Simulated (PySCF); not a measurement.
Al(F)(OH)(SH) (AlFH2OS), SMILES [SH][Al]([F])[OH]. Atoms are numbered in the order given.

```xyz
6

Al    -0.0337    -0.4409     0.0000
F     -1.4757    -1.2622     0.0000
O      1.4479    -1.2500     0.0000
H      1.5835    -2.1986     0.0000
S     -0.0470     1.7206     0.0000
H      1.3053     1.7605     0.0000
```
Charge 0, spin multiplicity 1.

Geometry: PBE0-D3(BJ)/def2-SVP. Other conformers were not sampled.

The numbers are results of PySCF with PBE0/pcJ-1, not measurements.

Isotropic couplings with Fermi-contact, spin-dipole and both spin-orbit terms, one fixed conformer, no vibrational averaging. Isotopes: 19F, 1H.

Q: Estimate the spin–spin coupling constants. (The exact figures need the calculation; the answer reports its results.)

A: 
| pair | bonds apart | J (Hz) |
|---|---|---|
| F2–H4 | 3 | -5.6 |
| F2–H6 | 3 | 2.9 |
| H4–H6 | 4 | 0.5 |
